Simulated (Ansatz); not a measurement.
A short molecular-dynamics run on Si8O26H20.

```yaml
crystal:
  periodic: [false, false, false]
  atoms:
    - {symbol: Si, position_ang: [1.109359, -0.201727, 0.554036]}
    - {symbol: Si, position_ang: [2.248692, -0.246337, -2.410397]}
    - {symbol: Si, position_ang: [1.413198, -1.427372, 3.246363]}
    - {symbol: Si, position_ang: [-1.895559, 1.609143, -2.578910]}
    - {symbol: Si, position_ang: [-1.511696, -2.889700, -1.089861]}
    - {symbol: Si, position_ang: [-0.685286, 2.169463, 1.713307]}
    - {symbol: Si, position_ang: [-1.406848, -1.641999, 1.811279]}
    - {symbol: Si, position_ang: [2.707847, 2.147005, -0.702757]}
    - {symbol: O, position_ang: [-2.744437, -3.707235, -1.831074]}
    - {symbol: O, position_ang: [-0.989032, -1.651884, -2.058151]}
    - {symbol: O, position_ang: [1.281791, -0.157236, -3.738065]}
    - {symbol: O, position_ang: [-0.328713, -3.915097, -0.569798]}
    - {symbol: O, position_ang: [-2.413449, -2.239552, 0.253327]}
    - {symbol: O, position_ang: [-2.573709, -0.561902, 2.231456]}
    - {symbol: O, position_ang: [-0.111209, -1.531642, 0.760483]}
    - {symbol: O, position_ang: [-1.595817, -3.115377, 2.541459]}
    - {symbol: O, position_ang: [-0.229219, -0.956913, 3.333587]}
    - {symbol: O, position_ang: [-2.262535, 0.282303, -3.483166]}
    - {symbol: O, position_ang: [-2.809154, 2.889527, -3.103865]}
    - {symbol: O, position_ang: [-0.243261, 1.879077, -2.770326]}
    - {symbol: O, position_ang: [1.342845, -0.705457, -1.064975]}
    - {symbol: O, position_ang: [-2.207241, 1.465826, -0.937190]}
    - {symbol: O, position_ang: [-2.359057, 2.166636, 1.654742]}
    - {symbol: O, position_ang: [-0.006101, 3.613502, 1.340946]}
    - {symbol: O, position_ang: [-0.212025, 0.895374, 0.772217]}
    - {symbol: O, position_ang: [-0.309578, 1.683801, 3.296906]}
    - {symbol: O, position_ang: [2.278631, -0.863574, 4.538550]}
    - {symbol: O, position_ang: [3.409522, -1.405039, -2.627908]}
    - {symbol: O, position_ang: [2.046155, -0.845552, 1.847624]}
    - {symbol: O, position_ang: [1.192821, -3.072979, 3.374644]}
    - {symbol: O, position_ang: [2.935563, 1.253791, -2.087511]}
    - {symbol: O, position_ang: [1.450882, 3.289920, -0.973397]}
    - {symbol: O, position_ang: [2.236899, 1.157978, 0.490271]}
    - {symbol: O, position_ang: [4.011027, 3.121581, -0.396935]}
    - {symbol: H, position_ang: [-2.551082, -4.085826, -2.704928]}
    - {symbol: H, position_ang: [-0.090543, -1.306408, -1.777468]}
    - {symbol: H, position_ang: [0.664216, 0.617791, -3.644138]}
    - {symbol: H, position_ang: [0.254101, -3.405020, 0.036818]}
    - {symbol: H, position_ang: [-3.304384, -2.616633, 0.394721]}
    - {symbol: H, position_ang: [-2.588168, 0.388144, 1.952654]}
    - {symbol: H, position_ang: [-0.823924, -3.352834, 3.095544]}
    - {symbol: H, position_ang: [-0.373284, 0.032493, 3.489066]}
    - {symbol: H, position_ang: [-1.847366, -0.544015, -3.121971]}
    - {symbol: H, position_ang: [-3.314737, 2.677903, -3.908302]}
    - {symbol: H, position_ang: [0.224768, 2.494371, -2.156368]}
    - {symbol: H, position_ang: [-1.499360, 0.961445, -0.461530]}
    - {symbol: H, position_ang: [-2.654471, 2.215000, 0.706366]}
    - {symbol: H, position_ang: [0.552634, 3.589820, 0.519606]}
    - {symbol: H, position_ang: [-0.559179, 2.300852, 4.007887]}
    - {symbol: H, position_ang: [2.833343, -0.094557, 4.313788]}
    - {symbol: H, position_ang: [3.666869, -1.527114, -3.558061]}
    - {symbol: H, position_ang: [1.983545, -3.632535, 3.288098]}
    - {symbol: H, position_ang: [1.780079, 4.120943, -1.367438]}
    - {symbol: H, position_ang: [4.875623, 2.677840, -0.441219]}
basis:
  gaussian: {orbitals: def2-SVP, fitting: {mean_field: def2-universal-jkfit}}
hamiltonian: {xc: {name: BLYP}}
md: {timestep: 1 fs, n_steps: 25, ensemble: nvt_langevin, temperature: 1000, initial_velocities: maxwell_boltzmann, friction: 0.01, seed: 189}
scf: {omitted_lower_state_checks: [starts]}
```

```sh
$ ansatz run in.yaml --threads 2 --pin off --events-out ev --progress --plain --max-ram 22528MiB --backend cuda --devices 0, --max-vram 18GiB
```

```
step  time (fs)  potential energy (eV)  kinetic (eV)  T (K)
   0        0.0           -116540.9854        6.8508    981
   1        1.0           -116540.5514        6.4378    922
   2        2.0           -116539.8056        5.8187    834
   3        3.0           -116539.5882        5.5102    789
   4        4.0           -116539.6720        5.7399    822
   5        5.0           -116539.3988        5.5343    793
   6        6.0           -116538.6243        4.8353    693
   7        7.0           -116537.9304        4.3136    618
   8        8.0           -116538.0272        4.3698    626
   9        9.0           -116538.2831        4.4391    636
  10       10.0           -116537.9436        4.1928    601
  11       11.0           -116537.3060        3.6373    521
  12       12.0           -116537.1707        3.6209    519
  13       13.0           -116537.5937        3.9550    567
  14       14.0           -116537.7946        4.1280    591
  15       15.0           -116537.4933        4.1989    602
  16       16.0           -116537.0792        3.8553    552
  17       17.0           -116537.2010        3.8884    557
  18       18.0           -116537.5745        4.2044    602
  19       19.0           -116537.4365        4.2874    614
  20       20.0           -116536.9537        3.8281    548
  21       21.0           -116536.7676        3.7295    534
  22       22.0           -116536.9118        3.8251    548
  23       23.0           -116536.8999        3.7443    536
  24       24.0           -116536.8247        3.7734    541
  25       25.0           -116536.8311        3.8125    546
```

Velocities are drawn at the set temperature; a run this short doesn't reach equilibrium. Under Langevin dynamics the printed temperature counts 3N degrees of freedom, so it starts below the set value.

Frames (Å, forces in eV/Å):

```xyz
54
time=0.0 fs
Si    1.109   -0.202    0.554    0.149   -0.021    0.012
Si    2.249   -0.246   -2.410    0.115    0.038   -0.013
Si    1.413   -1.427    3.246    0.109   -0.020    0.077
Si   -1.896    1.609   -2.579   -0.125    0.076   -0.115
Si   -1.512   -2.890   -1.090   -0.104   -0.132   -0.064
Si   -0.685    2.169    1.713   -0.042    0.133    0.065
Si   -1.407   -1.642    1.811   -0.137   -0.126    0.032
Si    2.708    2.147   -0.703    0.115   -0.048   -0.047
O    -2.744   -3.707   -1.831   -0.092   -0.057   -0.021
O    -0.989   -1.652   -2.058    0.028   -0.023   -0.043
O     1.282   -0.157   -3.738   -0.021    0.002   -0.116
O    -0.329   -3.915   -0.570    0.061   -0.083   -0.005
O    -2.413   -2.240    0.253   -0.060   -0.023   -0.046
O    -2.574   -0.562    2.231   -0.109    0.043    0.037
O    -0.111   -1.532    0.760   -0.026   -0.012    0.069
O    -1.596   -3.115    2.541   -0.044   -0.103    0.081
O    -0.229   -0.957    3.334   -0.005    0.054    0.099
O    -2.263    0.282   -3.483   -0.049   -0.055   -0.063
O    -2.809    2.890   -3.104   -0.052    0.075   -0.026
O    -0.243    1.879   -2.770    0.013    0.062   -0.038
O     1.343   -0.705   -1.065    0.063   -0.011   -0.037
O    -2.207    1.466   -0.937   -0.050   -0.004   -0.004
O    -2.359    2.167    1.655   -0.088    0.079    0.015
O    -0.006    3.614    1.341    0.023    0.109    0.010
O    -0.212    0.895    0.772    0.012    0.060    0.012
O    -0.310    1.684    3.297    0.033    0.042    0.081
O     2.279   -0.864    4.539    0.045    0.001    0.111
O     3.410   -1.405   -2.628    0.083   -0.085    0.016
O     2.046   -0.846    1.848    0.041   -0.047    0.050
O     1.193   -3.073    3.375    0.018   -0.111    0.035
O     2.936    1.254   -2.088    0.050    0.017   -0.031
O     1.451    3.290   -0.973   -0.019    0.068   -0.026
O     2.237    1.158    0.490    0.084    0.056    0.010
O     4.011    3.122   -0.397    0.061    0.098    0.028
H    -2.551   -4.086   -2.705   -0.014   -0.050   -0.085
H    -0.091   -1.306   -1.777   -0.029   -0.019   -0.054
H     0.664    0.618   -3.644    0.007   -0.019   -0.062
H     0.254   -3.405    0.037    0.033   -0.054   -0.003
H    -3.304   -2.617    0.395   -0.079   -0.018    0.010
H    -2.588    0.388    1.953   -0.073   -0.010    0.029
H    -0.824   -3.353    3.096   -0.007   -0.071    0.038
H    -0.373    0.032    3.489   -0.010   -0.050    0.061
H    -1.847   -0.544   -3.122   -0.027   -0.017   -0.056
H    -3.315    2.678   -3.908   -0.048    0.038   -0.051
H     0.225    2.494   -2.156    0.012    0.045   -0.023
H    -1.499    0.961   -0.462   -0.049    0.011   -0.007
H    -2.654    2.215    0.706   -0.053    0.014    0.029
H     0.553    3.590    0.520   -0.007    0.064    0.017
H    -0.559    2.301    4.008   -0.012    0.056    0.091
H     2.833   -0.095    4.314    0.068    0.063    0.029
H     3.667   -1.527   -3.558    0.053   -0.038   -0.078
H     1.984   -3.633    3.288    0.054   -0.078    0.007
H     1.780    4.121   -1.367    0.002    0.094   -0.040
H     4.876    2.678   -0.441    0.100   -0.010    0.005
54
time=12.0 fs
Si    1.166   -0.202    0.532   -1.356    0.526    1.125
Si    2.189   -0.264   -2.372    2.861    1.375   -2.877
Si    1.398   -1.392    3.332    0.557   -1.815   -2.638
Si   -1.899    1.674   -2.548   -1.481    0.740   -2.554
Si   -1.583   -2.964   -1.110    0.036    1.607    0.460
Si   -0.723    2.158    1.728    0.173    0.254    2.202
Si   -1.387   -1.624    1.811    0.468   -1.181    0.139
Si    2.812    2.171   -0.673   -1.279   -0.544   -2.036
O    -2.808   -3.730   -1.953    1.551   -2.751   -1.430
O    -0.998   -1.670   -2.044   -3.972   -2.099   -1.367
O     1.311   -0.029   -3.770    0.794   -0.689    0.365
O    -0.294   -3.845   -0.572    0.493   -0.325    2.056
O    -2.551   -2.126    0.214    3.290   -0.313   -1.079
O    -2.566   -0.617    2.328   -0.253   -0.041    0.239
O    -0.140   -1.645    0.710    0.221    1.530    0.268
O    -1.525   -3.045    2.648   -0.542   -0.180   -0.408
O    -0.161   -0.855    3.224   -1.101    0.285    0.717
O    -2.275    0.302   -3.507    0.004    1.395    1.082
O    -2.714    3.077   -3.273    0.908   -2.071    1.399
O    -0.271    1.919   -2.765   -1.271   -2.124   -1.277
O     1.282   -0.616   -1.096   -0.629   -0.700    1.295
O    -2.190    1.426   -0.903   -2.305    1.164   -1.680
O    -2.392    2.128    1.684    0.158    0.236   -1.311
O     0.042    3.544    1.389    1.122    1.196   -1.523
O    -0.233    0.950    0.750    1.362   -2.194   -0.436
O    -0.334    1.607    3.426   -0.081    0.750   -0.760
O     2.286   -0.841    4.594    1.016    1.755    0.287
O     3.290   -1.538   -2.785   -0.253    2.204   -0.914
O     2.013   -0.952    1.803    0.270    0.171    1.101
O     1.164   -3.152    3.337    1.303    1.941    0.883
O     3.122    1.266   -2.092   -1.587   -1.277    0.784
O     1.551    3.405   -0.846   -0.023   -1.665    0.564
O     2.277    1.172    0.465   -0.239   -0.798    0.838
O     4.075    3.135   -0.428    2.377    0.570    0.657
H    -2.455   -4.578   -2.520   -1.135    2.722    1.818
H    -0.240   -1.377   -1.614    3.272    1.425    1.454
H     0.387    0.204   -3.622   -0.535    0.453   -0.087
H     0.161   -3.507    0.335   -1.437   -0.411   -2.710
H    -3.454   -2.339    0.324   -2.314   -0.714    0.323
H    -2.761    0.028    1.641   -0.506    0.995   -0.175
H    -0.647   -3.381    2.902    0.300   -0.271    0.301
H    -0.359    0.151    3.468    0.100   -0.051   -0.032
H    -2.174   -0.487   -2.924    0.259   -0.282   -0.225
H    -3.419    2.695   -3.828   -0.210    0.100   -0.139
H     0.079    2.620   -2.278    1.623    2.438    1.755
H    -1.396    1.054   -0.557    2.072   -1.108    1.375
H    -2.556    2.056    0.672   -0.317    0.272    1.103
H     0.610    3.700    0.485   -1.136   -0.776    1.916
H    -0.225    2.144    4.257   -0.282   -0.147   -1.126
H     2.729    0.085    4.512   -0.928   -2.012    0.000
H     3.637   -1.160   -3.674   -0.375   -1.058    1.467
H     1.929   -3.563    3.819   -0.595   -0.023   -0.354
H     1.811    4.074   -1.470    0.400    1.120   -0.767
H     4.977    2.716   -0.419   -0.853    0.392   -0.069
54
time=25.0 fs
Si    1.175   -0.196    0.551   -1.167   -0.074    0.238
Si    2.229   -0.220   -2.430   -0.239   -0.423    1.318
Si    1.374   -1.434    3.289    1.501    2.061    1.225
Si   -1.921    1.753   -2.630    0.601   -1.000    0.951
Si   -1.672   -2.981   -1.065    0.778    0.936   -0.937
Si   -0.746    2.166    1.820    0.796   -1.112   -2.568
Si   -1.356   -1.642    1.828   -0.865    1.810    0.416
Si    2.875    2.193   -0.659    0.818   -0.843   -0.138
O    -2.778   -3.748   -2.038   -0.115    1.373    0.354
O    -1.093   -1.751   -2.000    0.361    1.033   -0.733
O     1.343    0.048   -3.757   -0.637    0.170   -0.920
O    -0.293   -3.819   -0.580   -1.816   -0.212    0.246
O    -2.632   -2.070    0.129   -2.589   -1.602    0.740
O    -2.529   -0.608    2.457   -0.040   -0.317   -0.314
O    -0.177   -1.623    0.668   -0.044    0.611    1.012
O    -1.465   -3.004    2.701    0.361   -1.845    0.530
O    -0.145   -0.730    3.192   -0.647   -0.604    0.461
O    -2.290    0.348   -3.428   -0.085   -1.066    0.710
O    -2.572    3.099   -3.366   -0.597   -0.210    0.413
O    -0.298    1.963   -2.781    2.224    1.757    1.318
O     1.165   -0.649   -1.080    2.113    0.383   -1.769
O    -2.154    1.432   -0.956   -1.644    1.131   -0.987
O    -2.394    2.149    1.691   -0.908    0.555   -0.879
O     0.128    3.525    1.436   -0.888   -0.342    0.821
O    -0.168    0.889    0.755   -0.769    1.238    1.651
O    -0.355    1.629    3.380   -0.554    0.586   -0.260
O     2.284   -0.836    4.656   -1.871   -3.705   -1.437
O     3.148   -1.563   -2.854    0.003    0.392    1.173
O     1.996   -1.012    1.837    0.613    0.621   -0.931
O     1.178   -3.058    3.352    0.378   -2.029    1.747
O     3.196    1.146   -2.018   -1.083    0.413    0.669
O     1.667    3.438   -0.743    0.289    0.028   -2.118
O     2.285    1.144    0.494    1.027    0.732   -0.360
O     4.242    3.159   -0.356   -1.434   -0.470   -0.051
H    -2.728   -4.676   -1.906   -0.117   -2.186    0.011
H    -0.201   -1.365   -1.692   -0.785   -0.298   -0.059
H     0.384   -0.141   -3.815    0.182    0.348    0.146
H    -0.018   -3.055    0.019    0.918   -0.317    0.257
H    -3.683   -2.321    0.201    3.410    0.605   -0.159
H    -3.239   -0.081    2.033    0.679   -0.273   -0.260
H    -0.597   -3.447    2.975   -1.008    0.797   -0.639
H    -0.316    0.314    3.398    0.239   -1.225    0.114
H    -2.079   -0.477   -2.827   -0.109    1.147   -0.969
H    -3.510    3.006   -3.616   -0.049    0.067   -0.044
H     0.237    2.553   -2.123   -1.386   -1.282   -1.305
H    -1.364    1.235   -0.416    0.720   -0.529   -0.039
H    -2.863    2.166    0.768    1.503   -0.095    1.307
H     0.672    3.336    0.633    0.196    0.471   -0.242
H    -0.046    2.227    4.058    0.280    0.680    0.665
H     2.526    0.060    4.683    0.665    2.490   -0.194
H     3.779   -1.309   -3.539    0.396   -0.055   -0.433
H     1.339   -3.612    4.183   -0.073    1.106   -1.228
H     1.681    4.065   -1.550    0.198   -0.962    1.576
H     5.144    2.828   -0.444    0.270   -0.466   -0.096
```

Hardware: 2 threads of AMD EPYC 7R13 on a shared host and a share (18 GiB) of an NVIDIA H100 80GB HBM3. Wall time 3.6 min, peak host memory 1.2 GiB.
